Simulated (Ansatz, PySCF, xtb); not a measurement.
Reaction (SMILES): o1[si]2o[si]1=2 + 6 [H][H] (H2) -> 2 O (H2O) + 2 [SiH4] (SiH4)
Each molecule is optimised on its own at B3LYP-D3(BJ)/def2-TZVP (Ansatz, an electronic-structure program). Unstable Hartree-Fock reference: o1[si]2o[si]1=2.

Quantity: energy of full hydrogenation (enthalpy at 298 K, with B3LYP-D3(BJ) rigid-rotor harmonic-oscillator terms from PySCF), in eV. Valence correlation only, unless marked. No spin-orbit coupling. Non-relativistic. Basis-set limits of correlation are two-point, X^-3; Hartree-Fock from the larger set.

```json
[
 {"level": "GFN2-xTB", "program": "xtb", "energy of full hydrogenation (eV)": "-2.62", "minus last row": "-2.49"},
 {"level": "HF/6-31G*", "program": "Ansatz", "energy of full hydrogenation (eV)": "-0.87", "minus last row": "-0.74"},
 {"level": "B3LYP-D4/def2-TZVPD", "program": "Ansatz + dftd4", "energy of full hydrogenation (eV)": "-0.09", "minus last row": "0.04"},
 {"level": "BHLYP-D4/def2-TZVPD", "program": "Ansatz + dftd4", "energy of full hydrogenation (eV)": "-0.50", "minus last row": "-0.37"},
 {"level": "HSE06-D3(BJ)/def2-TZVPD", "program": "Ansatz + dftd3", "energy of full hydrogenation (eV)": "-0.64", "minus last row": "-0.51"},
 {"level": "B2GP-PLYP-D4/def2-TZVPD", "program": "Ansatz + dftd4", "energy of full hydrogenation (eV)": "-0.07", "minus last row": "0.06"},
 {"level": "B2PLYP-D3(BJ)/def2-TZVPD", "program": "Ansatz + dftd3", "energy of full hydrogenation (eV)": "0.00", "minus last row": "0.13"},
 {"level": "RPA@PBE/cc-pV(Q+d)Z", "program": "Ansatz", "energy of full hydrogenation (eV)": "0.06", "minus last row": "0.19"},
 {"level": "MP2/STO-3G", "program": "Ansatz", "energy of full hydrogenation (eV)": "-0.45", "minus last row": "-0.32"},
 {"level": "MP2/cc-pV(T+d)Z", "program": "Ansatz", "energy of full hydrogenation (eV)": "0.09", "minus last row": "0.22"},
 {"level": "RI-MP2/aug-cc-pV(T+d)Z", "program": "Ansatz", "energy of full hydrogenation (eV)": "-0.05", "minus last row": "0.08"},
 {"level": "SCS-MP2/6-31G*", "program": "Ansatz", "energy of full hydrogenation (eV)": "0.98", "minus last row": "1.11"},
 {"level": "CCSD/aug-cc-pV(T+d)Z", "program": "Ansatz", "energy of full hydrogenation (eV)": "-0.37", "minus last row": "-0.24"},
 {"level": "CCSD(T)/6-31G", "program": "Ansatz", "energy of full hydrogenation (eV)": "0.53", "minus last row": "0.66"},
 {"level": "CCSD(T)/CBS(cc-pV(T+d)Z,cc-pV(Q+d)Z)", "program": "Ansatz", "energy of full hydrogenation (eV)": "-0.13", "minus last row": "0.00"}
]
```
